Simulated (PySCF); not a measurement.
What settings do to a single point of [PbH3]+

The sound run of [PbH3]+ (singlet) uses PySCF 2.14.0, RKS PBE0, Pb def2-SVP with ECP60, H def2-SVP; non-relativistic Hamiltonian with scalar-relativistic core potentials where named; density fitting; no spin-orbit coupling, grid (50, 194), threshold 1e-8 Eh and 55 cycles, at the relaxed geometry:

```xyz
4

Pb    0.4701    0.0000    0.0000
H    -0.3988    0.0000    1.5080
H    -0.3988    0.0000   -1.5080
H     2.2109    0.0000    0.0000
```

There Pb1 has a Mulliken charge of 0.74 e and the dipole about the centre of mass is 0.00 D. Each run below changes one thing and starts from free metal ions and neutral atoms unless it says otherwise; with 55 cycles, smearing, a level shift and second-order steps follow where DIIS fails, and their cycles count. Energy shifts count from the sound run.

```csv
change,outcome,cycles,energy shift (eV),largest force component (eV/Å),charge on Pb1 (e),dipole about the centre of mass (D)
threshold 0.001,converged,4,0.0000,0.01,0.74,0.00
```

(1) One further run converged with energy shift (eV) 33.92, largest force component (eV/Å) 140.13, charge on Pb1 (e) 1.39, dipole about the centre of mass (D) 0.48. Which change was it?
A. H3 put 0.8 Å from Pb1, limit 81 cycles
B. all coordinates × 0.94
C. grid (40, 110)

(2) And the other changes listed?

Unsound on purpose, so not properties of the compound: H3 put 0.8 Å from Pb1, limit 81 cycles.

Forces carry noise of the integration grid, about 0.01 to 0.03 eV/Å.

## Answers

(1) A.

(2) 
```json
{"change": "grid (40, 110)", "outcome": "converged", "cycles": "6", "energy shift (eV)": "0.0058", "largest force component (eV/Å)": "0.01", "charge on Pb1 (e)": "0.74", "dipole about the centre of mass (D)": "0.00"}
{"change": "all coordinates × 0.94", "outcome": "converged", "cycles": "6", "energy shift (eV)": "0.25", "largest force component (eV/Å)": "1.73", "charge on Pb1 (e)": "0.80", "dipole about the centre of mass (D)": "0.00"}
```
